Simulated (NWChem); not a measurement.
System: C5H11Si, doublet; SMILES [CH]=C[Si](C)(C)C

The following NWChem deck was run.

```
start job
memory heap 200 mb stack 900 mb global 1100 mb
geometry units angstroms noautosym nocenter noautoz
  C      0.083918    -2.556413    -0.022863
  C      0.794447    -1.443283     0.000990
  Si     0.018161     0.298109     0.003531
  C      0.634052     1.228735    -1.525970
  C     -1.864468     0.142244    -0.028691
  C      0.583395     1.201564     1.568437
  H     -0.986242    -2.815508    -0.044981
  H      1.905066    -1.495789     0.020915
  H      0.226475     2.260863    -1.550951
  H      0.323484     0.713446    -2.457437
  H      1.740992     1.301003    -1.529620
  H     -2.206818    -0.395728    -0.936125
  H     -2.236358    -0.409452     0.858646
  H     -2.338939     1.145030    -0.028881
  H      1.689552     1.274347     1.609093
  H      0.174096     2.232859     1.598666
  H      0.243498     0.669568     2.480043
end
basis spherical
  * library iglo-ii
end
dft
  odft
  mult 2
  xc b3lyp
  iterations 150
  semidirect filesize 400000000
end
property
  hyperfine
end
task dft property
```

Parts of the log:

```
             Northwest Computational Chemistry Package (NWChem) 7.3.0
             --------------------------------------------------------

                             Geometry "geometry" -> ""
                             -------------------------

 Output coordinates in angstroms (scale by  1.889725989 to convert to a.u.)

  No.       Tag          Charge          X              Y              Z
 ---- ---------------- ---------- -------------- -------------- --------------
    1 C                    6.0000     0.08391800    -2.55641300    -0.02286300
    2 C                    6.0000     0.79444700    -1.44328300     0.00099000
    3 Si                  14.0000     0.01816100     0.29810900     0.00353100
    4 C                    6.0000     0.63405200     1.22873500    -1.52597000
    5 C                    6.0000    -1.86446800     0.14224400    -0.02869100
    6 C                    6.0000     0.58339500     1.20156400     1.56843700
    7 H                    1.0000    -0.98624200    -2.81550800    -0.04498100
    8 H                    1.0000     1.90506600    -1.49578900     0.02091500
    9 H                    1.0000     0.22647500     2.26086300    -1.55095100
   10 H                    1.0000     0.32348400     0.71344600    -2.45743700
   11 H                    1.0000     1.74099200     1.30100300    -1.52962000
   12 H                    1.0000    -2.20681800    -0.39572800    -0.93612500
   13 H                    1.0000    -2.23635800    -0.40945200     0.85864600
   14 H                    1.0000    -2.33893900     1.14503000    -0.02888100
   15 H                    1.0000     1.68955200     1.27434700     1.60909300
   16 H                    1.0000     0.17409600     2.23285900     1.59866600
   17 H                    1.0000     0.24349800     0.66956800     2.48004300

 Effective nuclear repulsion energy (a.u.)     286.8056948241

                              NWChem Property Module
                              ----------------------

  itol2e modified to match energy
  convergence criterion.

                                 NWChem DFT Module
                                 -----------------

 Summary of "ao basis" -> "ao basis" (spherical)
 ------------------------------------------------------------------------------
       Tag                 Description            Shells   Functions and Types
 ---------------- ------------------------------  ------  ---------------------
 C                          iglo-ii                 10       22   5s4p1d
 Si                         iglo-ii                 15       35   7s6p2d
 H                          iglo-ii                  4        6   3s1p

  itol2e modified to match energy
  convergence criterion.

            General Information
            -------------------
          SCF calculation type: DFT
          Wavefunction type:  spin polarized.
          No. of atoms     :    17
          No. of electrons :    55
           Alpha electrons :    28
            Beta electrons :    27
          Charge           :     0
          Spin multiplicity:     2
          Use of symmetry is: off; symmetry adaption is: off
          Maximum number of iterations: 150
          AO basis - number of functions:   211
                     number of shells:   109
          Convergence on energy requested:  1.00D-07
          Convergence on density requested:  1.00D-05
          Convergence on gradient requested:  5.00D-04

              XC Information
              --------------
                         B3LYP Method XC Potential
                     Hartree-Fock (Exact) Exchange  0.200
                        Slater Exchange Functional  0.800 local
                    Becke 1988 Exchange Functional  0.720 non-local
              Lee-Yang-Parr Correlation Functional  0.810
                  VWN I RPA Correlation Functional  0.190 local

             Grid Information
             ----------------
          Grid used for XC integration:  fine
          Radial quadrature: Mura-Knowles
          Angular quadrature: Lebedev.
          Tag              B.-S. Rad. Rad. Pts. Rad. Cut. Ang. Pts.
          ---              ---------- --------- --------- ---------
          C                   0.70       70          13.0       590
          Si                  1.10      123          11.0       770
          H                   0.35       60          13.0       590
          Grid pruning is: on
          Number of quadrature shells:  1133
          Spatial weights used:  Erf1

      Superposition of Atomic Density Guess
      -------------------------------------

 Sum of atomic energies:        -482.65230736

      Non-variational initial energy
      ------------------------------

 Total energy =    -486.042833
 1-e energy   =   -1227.740329
 2-e energy   =     454.891801
 HOMO         =      -0.149956
 LUMO         =       0.002736

------------------------------------------------------------
EAF file 0: "./job.aoints.0" size=516947968 bytes
------------------------------------------------------------
               write      read    awrite     aread      wait
               -----      ----    ------     -----      ----
     calls:      986         0         0         0         0
   data(b): 5.17e+08  0.00e+00  0.00e+00  0.00e+00
   time(s): 0.00e+00  0.00e+00  0.00e+00  0.00e+00  0.00e+00
rate(mb/s): 0.00e+00  0.00e+00
------------------------------------------------------------

[...]

          ----------------------
          Hyperfine Interactions
          ----------------------

 Total Spin Density (Fermi Contact Term)
 ------------------ --------------------
     Atom            x         y         z       Density (a.u.)      Aiso(MHz)     Aiso(Gauss)
     1  13-C      0.15858  -4.83092  -0.04320       0.274056        308.091907     109.934668
     2  13-C      1.50129  -2.72741   0.00187      -0.029465        -33.124006     -11.819449
     3  29-Si     0.03432   0.56334   0.00667       0.117100       -104.070069     -37.134726
     4  13-C      1.19818   2.32197  -2.88367       0.002691          3.024919       1.079364
     5  13-C     -3.52333   0.26880  -0.05422      -0.001094         -1.229615      -0.438756
     6  13-C      1.10246   2.27063   2.96392       0.002710          3.046628       1.087111
     7   1-H     -1.86373  -5.32054  -0.08500       0.012775         57.101959      20.375365
     8   1-H      3.60005  -2.82663   0.03952       0.028657        128.092591      45.706545
     9   1-H      0.42798   4.27241  -2.93087       0.001110          4.960749       1.770115
    10   1-H      0.61130   1.34822  -4.64388      -0.000049         -0.217094      -0.077464
    11   1-H      3.29000   2.45854  -2.89056      -0.000068         -0.303056      -0.108138
    12   1-H     -4.17028  -0.74782  -1.76902       0.000010          0.044082       0.015730
    13   1-H     -4.22610  -0.77375   1.62261       0.000009          0.041353       0.014756
    14   1-H     -4.41995   2.16379  -0.05458      -0.000238         -1.065922      -0.380347
    15   1-H      3.19279   2.40817   3.04074      -0.000069         -0.307277      -0.109644
    16   1-H      0.32899   4.21949   3.02104       0.001112          4.971090       1.773805
    17   1-H      0.46014   1.26530   4.68660      -0.000048         -0.216170      -0.077135

           -------------------------------------------
           Anisotropic Interaction (Spin-Dipolar Term)
           -------------------------------------------

 ------------------------------------------------------------
     Atom            x         y         z
 ------------------------------------------------------------
     1  13-C      0.15858  -4.83092  -0.04320

   Spin-Dipolar term (a.u.)
        xx             yy             zz             xy             xz             yz
 ------------------------------------------------------------------------------------------
      -0.112338       0.508442      -0.396104      -0.689529      -0.001490      -0.003864

   Principal Comp. of -hf- tensor (au)            Anisotropic -hfcc- (MHz)               Anisotropic -hfcc- (Gauss)
 --------------------------------------------------------------------------------------------------------------------------
     -0.558187     0.954226    -0.396039     -74.903368   128.048002   -53.144634     -26.727339    45.690634   -18.963295

   Orientation of the principal axis of Hyperfine Tensor w.r.t absolute (molecular) frame
 --------------------------------------------------------------------------------------------------------------------------
      0.839587    -0.542915    -0.018331
      0.542832     0.839785    -0.009703
      0.020662    -0.001804     0.999785

 ------------------------------------------------------------
     Atom            x         y         z
 ------------------------------------------------------------
     2  13-C      1.50129  -2.72741   0.00187

   Spin-Dipolar term (a.u.)
        xx             yy             zz             xy             xz             yz
 ------------------------------------------------------------------------------------------
       0.004568       0.151373      -0.155941       0.020292       0.003151       0.003351

   Principal Comp. of -hf- tensor (au)            Anisotropic -hfcc- (MHz)               Anisotropic -hfcc- (Gauss)
 --------------------------------------------------------------------------------------------------------------------------
      0.001860     0.154172    -0.156031       0.249534    20.688380   -20.937914       0.089040     7.382116    -7.471156

   Orientation of the principal axis of Hyperfine Tensor w.r.t absolute (molecular) frame
 --------------------------------------------------------------------------------------------------------------------------
      0.990723     0.134649    -0.018389
     -0.134842     0.990820    -0.009684
      0.016917     0.012074     0.999784

 ------------------------------------------------------------
     Atom            x         y         z
 ------------------------------------------------------------
     3  29-Si     0.03432   0.56334   0.00667

   Spin-Dipolar term (a.u.)
        xx             yy             zz             xy             xz             yz
 ------------------------------------------------------------------------------------------
      -0.061164       0.175153      -0.113989      -0.119827      -0.000171       0.000519

   Principal Comp. of -hf- tensor (au)            Anisotropic -hfcc- (MHz)               Anisotropic -hfcc- (Gauss)
 --------------------------------------------------------------------------------------------------------------------------
     -0.111290     0.225281    -0.113990      11.806120   -23.898686    12.092565       4.212710    -8.527631     4.314921

   Orientation of the principal axis of Hyperfine Tensor w.r.t absolute (molecular) frame
 --------------------------------------------------------------------------------------------------------------------------
      0.922429    -0.385921    -0.013772
      0.385851     0.922531    -0.007502
      0.015601     0.001606     0.999877

 ------------------------------------------------------------
     Atom            x         y         z
 ------------------------------------------------------------
     4  13-C      1.19818   2.32197  -2.88367

   Spin-Dipolar term (a.u.)
        xx             yy             zz             xy             xz             yz
 ------------------------------------------------------------------------------------------
      -0.005380       0.003298       0.002083       0.002474      -0.002289      -0.008130

   Principal Comp. of -hf- tensor (au)            Anisotropic -hfcc- (MHz)               Anisotropic -hfcc- (Gauss)
 --------------------------------------------------------------------------------------------------------------------------
     -0.006053     0.011515    -0.005462      -0.812239     1.545181    -0.732943      -0.289826     0.551358    -0.261532

   Orientation of the principal axis of Hyperfine Tensor w.r.t absolute (molecular) frame
 --------------------------------------------------------------------------------------------------------------------------
      0.980641     0.195647     0.008074
     -0.149008     0.718850     0.679007
      0.127042    -0.667065     0.734087

 ------------------------------------------------------------
     Atom            x         y         z
 ------------------------------------------------------------
     5  13-C     -3.52333   0.26880  -0.05422

   Spin-Dipolar term (a.u.)
        xx             yy             zz             xy             xz             yz
 ------------------------------------------------------------------------------------------
       0.000894       0.003399      -0.004292      -0.002676       0.000075       0.000039

   Principal Comp. of -hf- tensor (au)            Anisotropic -hfcc- (MHz)               Anisotropic -hfcc- (Gauss)
 --------------------------------------------------------------------------------------------------------------------------
     -0.000807     0.005101    -0.004294      -0.108255     0.684526    -0.576271      -0.038628     0.244256    -0.205628

   Orientation of the principal axis of Hyperfine Tensor w.r.t absolute (molecular) frame
 --------------------------------------------------------------------------------------------------------------------------
      0.843518    -0.536702    -0.020698
      0.536561     0.843772    -0.012294
      0.024062    -0.000736     0.999710

 ------------------------------------------------------------
     Atom            x         y         z
 ------------------------------------------------------------
     6  13-C      1.10246   2.27063   2.96392

   Spin-Dipolar term (a.u.)
        xx             yy             zz             xy             xz             yz
 ------------------------------------------------------------------------------------------
      -0.005536       0.003011       0.002526       0.002177       0.002089       0.008248

   Principal Comp. of -hf- tensor (au)            Anisotropic -hfcc- (MHz)               Anisotropic -hfcc- (Gauss)
 --------------------------------------------------------------------------------------------------------------------------
     -0.006069     0.011552    -0.005483      -0.814465     1.550188    -0.735722      -0.290621     0.553145    -0.262524

   Orientation of the principal axis of Hyperfine Tensor w.r.t absolute (molecular) frame
 --------------------------------------------------------------------------------------------------------------------------
      0.984306     0.173878    -0.030138
     -0.146025     0.706627    -0.692354
     -0.099089     0.685890     0.720928

 ------------------------------------------------------------
     Atom            x         y         z
 ------------------------------------------------------------
     7   1-H     -1.86373  -5.32054  -0.08500

[...]
```

Level: B3LYP/IGLO-II, spin-unrestricted, contact and dipolar terms. The geometry was optimised at PBE-D3(BJ)/def2-SVP, spin-unrestricted. No frequency run checked for a minimum. No stability test was run on the SCF state. B3LYP is NWChem's, with the RPA form of VWN correlation.
